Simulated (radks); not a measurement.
Results of a calculation; reference values are marked as such.
Q: Zn+, configuration [Ar] 3d8 4s2 4p1 (not the ground configuration). Level of theory: Dirac Kohn-Sham, PBE, spin-unpolarised, spherical densities, point nucleus; open shells are shared between the two j in proportion to 2j + 1 (a radial shooting solver on a logarithmic mesh with Libxc functionals).

Spin-orbit splittings of the eigenvalues, e(l+1/2) - e(l-1/2), with zeta = 2 splitting/(2l+1) and mean radii in bohr:

shell  occ.  splitting (eV)  zeta (eV)  <r> j=l-1/2  <r> j=l+1/2
2p        6           23.85      15.90       0.1959       0.1994
3p        6           3.178      2.119       0.6924       0.7023
3d        8          0.4179     0.1672       0.7928       0.7974
4p        1               ?          ?        2.630        2.664

Estimate the 4p splitting.

A: 0.2015 eV (zeta = 0.1344 eV).
